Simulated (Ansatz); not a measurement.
Basis-set series for `BSC(=C)CF`. The species carries charge 0 and has multiplicity 1. All single points use the PBE0-D4/def2-TZVP geometry. It is one conformer, not always the lowest.

| functional | basis | functions | energy (Eh) | HOMO (eV) | LUMO (eV) |
| --- | --- | --- | --- | --- | --- |
| PBE0-D4 | def2-SVP | 118 | -640.06574 | -6.85 | -1.27 |
| PBE0-D4 | def2-TZVPP | 281 | -640.48157 | -6.95 | -1.37 |
| ωB97M-V | def2-SVP | 118 | -640.34266 | -9.02 | 0.88 |
| ωB97M-V | def2-TZVPP | 281 | -640.76871 | -9.15 | 0.69 |

Problem. Give the rows for def2-QZVPP. (Estimate.)

Solution. Ansatz gave: 
| functional | basis | functions | energy (Eh) | HOMO (eV) | LUMO (eV) |
| --- | --- | --- | --- | --- | --- |
| PBE0-D4 | def2-QZVPP | 535 | -640.50671 | -6.97 | -1.42 |
| ωB97M-V | def2-QZVPP | 535 | -640.79253 | -9.18 | 0.57 |

Positive LUMOs are unbound and depend on the basis.
